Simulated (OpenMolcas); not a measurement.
**d9 ions of charge +2 down a group on the Ca site of CsCaBr3**

```
Program             : OpenMolcas 26.06
Method              : CASSCF
Spin-orbit coupling : state interaction with AMFI integrals over the reference wave functions
```

The d shell is active. Each dopant is a cluster with its nearest anions in model potentials and point charges, with no relaxation. Distances were set from a Shannon-type radius of the metal (high-spin where two are listed) plus a fixed donor radius (Br 1.91 Å), in hosts weighted 0.65 to 0.35 with the host's distance in the model lattice. Ligand basis ANO-RCC-VDZP, DKH2 Hamiltonian. States (labels of O, the rotations of Oh). Energies in cm-1 above the lowest state or level, χT in cm3 K/mol; 10Dq is the gap between the two states. Spin-only χT is S(S+1) / 2 for the spin of the ground state.

| Ion | Shell | R (Å) | Metal basis | Ground state | First state of that spin | 10Dq | First gap with spin-orbit (degeneracies) | χT at 300 K | Spin-only χT |
| --- | --- | --- | --- | --- | --- | --- | --- | --- | --- |
| Cu2+ | 3d9 | 2.712 | ANO-RCC-VTZP | 2E | 2T2 2394 | 2394 | 1881 (4, 2) | 0.890 | 0.375 |
| Ag2+ | 4d9 | 2.848 | ANO-RCC-VTZP | 2E | 2T2 6531 | 6531 | 5247 (4, 2) | 0.665 | 0.375 |

|10Dq| changes by a factor of 6531 / 2394 = 2.73 from Cu2+ to Ag2+.

χT departs most from the spin-only value for Cu2+, by +0.515 cm3 K/mol.

An orbital doublet at a regular site is open to a Jahn-Teller distortion, which this geometry leaves out. Ligand-to-metal charge-transfer states are missing. With metal d orbitals alone and no dynamic correlation the field as a rule comes out too small, by tens of per cent, by up to half for chloride and softer ligands, and the orbital part of g and χT, which goes as 1/10Dq, too large (holds for Cu2+). The least metal-like active orbital is 84 % on the metal (Löwdin) and no ligand orbital is active, so the numbers are rough (holds for Ag2+). With metal d orbitals alone the field can be off either way by tens of per cent (holds for Ag2+). No measured value stands beside these numbers; the geometry was set by hand and not optimised.
